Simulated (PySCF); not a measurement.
methyl radical (CH₃), SMILES [CH3], multiplicity 2. Atoms are numbered in the order given.

```xyz
4

C      0.0000     0.0000     0.0000
H     -1.0872     0.0000     0.0000
H      0.5436    -0.9415     0.0000
H      0.5436     0.9415     0.0000
```
Charge 0, spin multiplicity 2.

Coordinates come from a PBE-D3(BJ)/def2-TZVPD optimisation.

These are CAM-B3LYP/def2-TZVPD (PySCF) values and carry that method's errors.

**Question.** Estimate the frontier levels, dipole moment and polarisability. (Estimate from the structure and the level; the computed values follow.)

**Answer.** 
```yaml
"α spin, highest occupied and lowest empty level": -8.17 and 1.11 eV
"β spin, highest occupied and lowest empty level": -13.04 and -0.66 eV
dipole_moment: 0.000 e·Å
quadrupole, principal values (traceless, Buckingham form, about the centre of nuclear charge): -1.86, 0.93, 0.93 D·Å
mean_static_polarisability: 16.2 bohr³ (2.40 Å³)
polarisability_principal_values: 16.0, 16.3, 16.3 bohr³
"⟨S²⟩": 0.754 (pure state 0.75)
```
